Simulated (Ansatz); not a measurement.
Species: H4GeO, SMILES `[OH][GeH3]` with one electron removed (charge 1, multiplicity 2), formula H4GeO.

Question: How many basis functions does frozen-core CCSD(T)/cc-pVTZ // r2SCAN-D4/def2-TZVP (Ansatz, a first-principles code) use, how many core orbitals are frozen, and how many electrons are correlated?

Answer: 129 basis functions and 10 frozen orbitals, which leaves 23 correlated electrons (filled d shells below the valence shell are correlated). Core time is of the order of minutes.
